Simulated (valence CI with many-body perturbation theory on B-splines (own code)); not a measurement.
## Energy levels of Gd³⁰⁺

Method: configuration interaction combined with many-body perturbation theory (CI+MBPT): six valence electrons over a frozen Dirac-Fock core [Ar] 3d10, radial functions for each j: 9 s, 9 p, 8 d, 6 f, 3 g, 1 h, with the one-electron correlation potential Σ1, the two-electron term Σ2, the three-electron term Σ3, Breit, model QED; selected CI, second order for the rest, scaled by the run's own slope (own B-spline code, finite nucleus).

No measured spectrum was set against this ion. As an estimate, large intervals hold to a few tenths of a per cent, small ones and those within an open d or f shell to about a per cent. Among the levels kept, up to 640 cm⁻¹ of a level comes from second order outside the variational space, and about a tenth of that is noise between levels of different J, which matters for small intervals.

Levels 1 to 39 of 39, with energies above the lowest level, (4s^2 4p1/2^2 4p3/2^2) J=2. "Leading %" is the weight of the configuration and term that name the level; weights of strongly mixed levels are sums over their largest components and can fall short. In the jj column 3d3/2^4 stands for four electrons in 3d with j = 3/2. Lifetimes count E1, E2, E3, M1 and M2 decay at the calculated energies, and are blank where another channel may lead or the interval is too uncertain; long ones can be off by a factor of two.

| No. | Configuration | Term | J | E (cm⁻¹) | Leading % | Second component | g | Lifetime | Leading jj |
| --- | --- | --- | --- | --- | --- | --- | --- | --- | --- |
| 1 | 4s²4p⁴ | ³P | 2 | 0 | 71 | 28 % 4s²4p⁴ ¹D | 1.357 |  | 4s^2 4p1/2^2 4p3/2^2 (98 %) |
| 2 | 4s²4p⁴ | ¹S | 0 | 55485 | 58 | 40 % 4s²4p⁴ ³P |  | 276 ms | 4s^2 4p1/2^2 4p3/2^2 (98 %) |
| 3 | 4s²4p⁴ | ³P | 1 | 329480 | 98 |  | 1.498 | 1.37 μs | 4s^2 4p1/2 4p3/2^3 (98 %) |
| 4 | 4s²4p⁴ | ¹D | 2 | 359200 | 71 | 28 % 4s²4p⁴ ³P | 1.138 | 2.56 μs | 4s^2 4p1/2 4p3/2^3 (98 %) |
| 5 | 4s²4p⁴ | ³P | 0 | 712450 | 58 | 40 % 4s²4p⁴ ¹S |  | 550 ns | 4s^2 4p3/2^4 (97 %) |
| 6 | 4s4p⁵ | ³P° | 2 | 908970 | 71 | 16 % 4s²4p³4d ³P° | 1.465 | 48.2 ps | 4s 4p1/2^2 4p3/2^3 (71 %) |
| 7 | 4s²4p³4d | ³P° | 1 | 938200 | 18 | 18 % 4s²4p³4d ⁵D° | 1.199 | 87.6 ps | 4s^2 4p1/2^2 4p3/2 4d3/2 (64 %) |
| 8 | 4s²4p³4d | ³F° | 2 | 958030 | 29 | 15 % 4s²4p³4d ¹D° | 1.043 | 82.4 ps | 4s^2 4p1/2^2 4p3/2 4d3/2 (80 %) |
| 9 | 4s²4p³4d | ³P° | 0 | 968090 | 51 | 36 % 4s²4p³4d ⁵D° |  | 8.77 ns | 4s^2 4p1/2^2 4p3/2 4d3/2 (95 %) |
| 10 | 4s²4p³4d | ³F° | 3 | 971840 | 28 | 23 % 4s²4p³4d ⁵D° | 1.170 | 2.87 ns | 4s^2 4p1/2^2 4p3/2 4d3/2 (87 %) |
| 11 | 4s²4p³4d | ³F° | 4 | 1032700 | 44 | 35 % 4s²4p³4d ⁵D° | 1.290 | 183 μs | 4s^2 4p1/2^2 4p3/2 4d5/2 (96 %) |
| 12 | 4s4p⁵ | ³P° | 1 | 1041100 | 28 | 22 % 4s²4p³4d ⁵D° | 1.323 | 6.13 ps | 4s 4p1/2^2 4p3/2^3 (47 %) |
| 13 | 4s²4p³4d | ³D° | 2 | 1079600 | 33 | 25 % 4s²4p³4d ⁵D° | 1.310 | 7.05 ps | 4s^2 4p1/2^2 4p3/2 4d5/2 (73 %) |
| 14 | 4s²4p³4d | ³D° | 3 | 1111800 | 25 | 19 % 4s²4p³4d ³F° | 1.136 | 5.66 ps | 4s^2 4p1/2^2 4p3/2 4d5/2 (76 %) |
| 15 | 4s²4p³4d | ³D° | 1 | 1149700 | 53 | 12 % 4s²4p³4d ³P° | 0.888 | 6.37 ps | 4s^2 4p1/2^2 4p3/2 4d5/2 (78 %) |
| 16 | 4s4p⁵ | ³P° | 0 | 1224600 | 49 | 29 % 4s²4p³4d ³P° |  | 76.5 ps | 4s 4p1/2 4p3/2^4 (49 %) |
| 17 | 4s²4p³4d | ⁵D° | 1 | 1245300 | 28 | 26 % 4s²4p³4d ³D° | 1.078 | 119 ps | 4s^2 4p1/2 4p3/2^2 4d3/2 (78 %) |
| 18 | 4s²4p³4d | ³F° | 2 | 1256400 | 44 | 28 % 4s²4p³4d ³D° | 1.024 | 176 ps | 4s^2 4p1/2 4p3/2^2 4d3/2 (95 %) |
| 19 | 4s²4p³4d | ³F° | 3 | 1277600 | 43 | 22 % 4s²4p³4d ³G° | 1.114 | 156 ps | 4s^2 4p1/2 4p3/2^2 4d3/2 (89 %) |
| 20 | 4s²4p³4d | ¹S° | 0 | 1280700 | 44 | 28 % 4s²4p³4d ⁵D° |  | 31.5 ps | 4s^2 4p1/2 4p3/2^2 4d3/2 (42 %) |
| 21 | 4s²4p³4d | ³D° | 1 | 1298400 | 39 | 23 % 4s4p⁵ ¹P° | 0.939 | 14.0 ps | 4s^2 4p1/2 4p3/2^2 4d5/2 (43 %) |
| 22 | 4s²4p³4d | ³G° | 4 | 1307800 | 55 | 24 % 4s²4p³4d ¹G° | 1.080 | 8.67 μs | 4s^2 4p1/2 4p3/2^2 4d3/2 (93 %) |
| 23 | 4s²4p³4d | ³D° | 3 | 1325500 | 60 | 25 % 4s²4p³4d ⁵D° | 1.327 | 112 ps | 4s^2 4p1/2 4p3/2^2 4d5/2 (95 %) |
| 24 | 4s²4p³4d | ⁵D° | 4 | 1333200 | 45 | 21 % 4s²4p³4d ¹G° | 1.277 | 1.92 μs | 4s^2 4p1/2 4p3/2^2 4d5/2 (94 %) |
| 25 | 4s²4p³4d | ³F° | 2 | 1341000 | 56 | 27 % 4s²4p³4d ¹D° | 0.864 | 22.6 ps | 4s^2 4p1/2 4p3/2^2 4d3/2 (90 %) |
| 26 | 4s²4p³4d | ³F° | 4 | 1367000 | 64 | 31 % 4s²4p³4d ¹G° | 1.170 | 8.86 μs | 4s^2 4p1/2 4p3/2^2 4d5/2 (95 %) |
| 27 | 4s²4p³4d | ³G° | 5 | 1378200 | 98 |  | 1.197 | 8.38 μs | 4s^2 4p1/2 4p3/2^2 4d5/2 (98 %) |
| 28 | 4s²4p³4d | ³S° | 1 | 1392800 | 35 | 14 % 4s²4p³4d ¹P° | 1.378 | 1.57 ps | 4s^2 4p1/2 4p3/2^2 4d3/2 (56 %) |
| 29 | 4s²4p³4d | ³P° | 2 | 1403400 | 50 | 14 % 4s²4p³4d ¹D° | 1.303 | 1.25 ps | 4s^2 4p1/2 4p3/2^2 4d3/2 (73 %) |
| 30 | 4s²4p³4d | ³D° | 3 | 1413400 | 60 | 13 % 4s²4p³4d ³F° | 1.193 | 1.11 ps | 4s^2 4p1/2 4p3/2^2 4d3/2 (78 %) |
| 31 | 4s²4p³4d | ³D° | 2 | 1428100 | 49 | 28 % 4s²4p³4d ³P° | 1.256 | 79.6 ps | 4s^2 4p1/2 4p3/2^2 4d5/2 (96 %) |
| 32 | 4s²4p³4d | ¹S° | 0 | 1433900 | 33 | 31 % 4s²4p³4d ³P° |  | 4.91 ps | 4s^2 4p1/2 4p3/2^2 4d5/2 (63 %) |
| 33 | 4s²4p³4d | ³P° | 1 | 1444200 | 41 | 25 % 4s²4p³4d ³D° | 1.140 | 1.52 ps | 4s^2 4p1/2 4p3/2^2 4d3/2 (45 %) |
| 34 | 4s²4p³4d | ³F° | 3 | 1449400 | 35 | 32 % 4s²4p³4d ¹F° | 1.133 | 461 ps | 4s^2 4p1/2 4p3/2^2 4d5/2 (97 %) |
| 35 | 4s²4p³4d | ³D° | 2 | 1469100 | 39 | 19 % 4s²4p³4d ³F° | 1.060 | 3.53 ps | 4s^2 4p1/2 4p3/2^2 4d5/2 (78 %) |
| 36 | 4s²4p³4d | ¹P° | 1 | 1478900 | 16 | 14 % 4s²4p³4d ³P° | 1.174 | 1.43 ps | 4s^2 4p1/2 4p3/2^2 4d3/2 (59 %) |
| 37 | 4s²4p³4d | ¹F° | 3 | 1494100 | 44 | 21 % 4s²4p³4d ³F° | 1.047 | 3.29 ps | 4s^2 4p1/2 4p3/2^2 4d5/2 (70 %) |
| 38 | 4s²4p³4d | ¹P° | 1 | 1512000 | 41 | 27 % 4s²4p³4d ³S° | 1.208 | 1.53 ps | 4s^2 4p1/2 4p3/2^2 4d5/2 (61 %) |
| 39 | 4s²4p³4d | ¹D° | 2 | 1528000 | 40 | 27 % 4s²4p³4d ³P° | 1.190 | 1.45 ps | 4s^2 4p1/2 4p3/2^2 4d5/2 (84 %) |

The ionisation energy to 4s²4p³ ²P°3/2 of the next ion comes out as 1190.9 eV (NIST: 1189 ± 4 eV (theoretical)). All 39 levels together are meant to be complete up to 1538000 cm⁻¹.
